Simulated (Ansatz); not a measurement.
A made-up structure of Al$_{2}$H$_{3}$OF, singlet:

```
7
angstrom
O -2.1479 0.6096 -0.4343
Al -0.2752 0.9408 -0.3587
Al 1.3540 -1.2725 0.5858
F 0.4916 -2.8472 1.0503
H -2.8618 1.3375 -0.7632
H 0.3165 2.5494 -0.8630
H 3.1229 -1.3176 0.7832
```

It is relaxed with PBE-D4/def2-SVP and then PBE0-D4/def2-TZVP (Ansatz 0.2.0). Atoms count as bonded within 1.22 times the sum of their covalent radii (H–H: 0.88 Å). The end point is not checked to be a true minimum.

(1) Does its bonding change? (A judgement: the text doesn't fix the answer.)

Results:

(1) Computed: No: no bond forms or breaks.

Where it ends: The first stage lowers the energy by 1.33 eV in 6 steps. It ends as Al₂H₃OF ([OH][AlH][AlH][F]):
O1  (-1.918, 0.544, -0.388)
Al2  (-0.246, 0.840, -0.320)
Al3  (1.209, -1.136, 0.523)
F4  (0.439, -2.543, 0.938)
H5  (-2.555, 1.195, -0.682)
H6  (0.283, 2.276, -0.770)
H7  (2.788, -1.176, 0.699)
(Å)

Labels in which every atom is bracketed show which atoms are joined, not bond orders.

For scale, one of the runs: PBE0-D4/def2-TZVP relaxation, 154 basis functions, launched by `ansatz run in.yaml --threads 2 --pin off --events-out ev --progress --plain --max-ram 4352MiB`. Hardware: 2 CPU threads of an AMD EPYC 7571, shared host. Wall time about 62 s.
